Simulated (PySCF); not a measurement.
Choosing a molecule for a target property.

Species are written as SMILES; each is one conformer at its optimised geometry, gas phase, non-relativistic unless stated; the electronic structure was computed with PySCF and density fitting.

Dipoles, sizes and rotational constants follow the conformer. The torsions of the flexible species, by atom-mapped SMILES:
- `[Cl:1][GeH2:2][CH2:3][GeH2:4][Cl:5]`: Cl1–Ge2–C3–Ge4 -60°, Ge2–C3–Ge4–Cl5 -55°
- `[CH3:1][C@@H:2]([CH2:3][F:4])[C:5]([CH3:6])([CH3:7])[CH3:8]`: C1–C2–C3–F4 -61°, C1–C2–C5–C6 167°

The conformers of `[GeH3][O]B1CCCCC1` and `CO[C@H]1CCC[SiH2]1` aren't listed.

Question: Wanted: static isotropic polarisability above 103 au (B3LYP/def2-SVPD) and lowest singlet excitation below 7 eV (TDDFT B3LYP/def2-SVPD), at PBE0-D3(BJ)/def2-SVP geometries. Which candidate meets both?
A. `C([C@H](CF)C)(C)(C)C`
B. `[GeH3][O]B1CCCCC1`
C. `CO[C@H]1CCC[SiH2]1`
D. `[Cl][GeH2][CH2][GeH2][Cl]`

Answer: B. Computed values:
```
                  species  static isotropic polarisability  lowest singlet excitation
     C([C@H](CF)C)(C)(C)C                          87.4 au                    8.00 eV
       CO[C@H]1CCC[SiH2]1                          91.1 au                    6.50 eV
[Cl][GeH2][CH2][GeH2][Cl]                         100.2 au                    6.65 eV
        [GeH3][O]B1CCCCC1                         105.4 au                    5.78 eV
```
